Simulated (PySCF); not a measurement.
# ZnI₂: one-bond stretch

Level of theory: PBE0 in PySCF with Zn def2-SVP, I def2-SVP with ECP28; scalar-relativistic core potentials, no spin–orbit coupling; density-fitted integrals.

Rigid scan from the singlet minimum (Zn–I 2.424 Å (×2); I–Zn–I 180.0°). Coordinate: the bond from Zn to the last atom (I) scaled, the rest fixed. Energies in kJ/mol from the minimum.

```json
{"scale of one bond": "0.92", "E (kJ/mol)": "26.4", "dipole size (D)": "0.81"}
{"scale of one bond": "0.96", "E (kJ/mol)": "5.8", "dipole size (D)": "0.41"}
{"scale of one bond": "1.00", "E (kJ/mol)": "0.0", "dipole size (D)": "0.00"}
{"scale of one bond": "1.05", "E (kJ/mol)": "6.7", "dipole size (D)": "0.52"}
{"scale of one bond": "1.12", "E (kJ/mol)": "31.6", "dipole size (D)": "1.23"}
{"scale of one bond": "1.20", "E (kJ/mol)": "70.7", "dipole size (D)": "2.01"}
{"scale of one bond": "1.35", "E (kJ/mol)": "150.4", "dipole size (D)": "3.30"}
{"scale of one bond": "1.55", "E (kJ/mol)": "242.8", "dipole size (D)": "–"}
{"scale of one bond": "1.80", "E (kJ/mol)": "324.1", "dipole size (D)": "–"}
{"scale of one bond": "2.20", "E (kJ/mol)": "391.5", "dipole size (D)": "–"}
```

At long bonds a restricted determinant can lie too high, and another spin state can fall below this curve.

Other isomers or separated fragments may lie lower.
